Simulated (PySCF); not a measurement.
Gas-phase reaction: 2 MgCl + 4 F → 2 MgF₂ + Cl₂

Energies from PySCF, thermal terms from the rigid-rotor harmonic-oscillator model, ideal gas at 1 bar. Table values come from the NASA 1993 polynomials. After a fit of one offset per element over all species, the range-separated, M06-2X, PBE0/def2-QZVP and CCSD(T)/def2-TZVPP enthalpies, where run, lie to one side of the table for MgCl (-24 kJ/mol): a fault of the table's entry, another state or a shared error of the levels is possible; this was not checked at source. S°(298 K) at PBE0/def2-TZVP differs from the NASA 1993 table for MgF₂ (-10 J/mol/K); whether the harmonic model or the table's entry is off was not settled. † marks an energy on the PBE0/def2-TZVP geometry and frequencies; other levels use their own. 6-31G* has spherical d functions here. Open shells (unrestricted): MgCl (multiplicity 2), F (multiplicity 2, electronic degeneracy 6); the rest are closed-shell singlets. Spin-orbit splitting is ignored; it lowers the true energy and changes the entropy of F. B3LYP is the form with VWN-RPA correlation. The harmonic model lacks anharmonicity and excited electronic states, which grow with temperature; levels with a mode under 35 cm⁻¹ are left out. The table's entry may be an old estimate for MgCl, MgF₂ (not checked at source).

```tsv
level	ΔH°(298 K), kJ	minus table	ΔG°(1000 K), kJ
table	-1684.1	-	-1307.7
B3LYP/def2-TZVP†	-1601.7	82.4	-1205.9
BLYP/def2-TZVP†	-1666.2	17.9	-1270.4
HF/6-31G*	-945.8	738.3	-548.6
M06-2X/def2-TZVP†	-1582.8	101.3	-1187.0
PBE0/def2-QZVP†	-1583.6	100.5	-1187.8
LDA/def2-TZVP†	-1932.8	-248.7	-1537.0
```
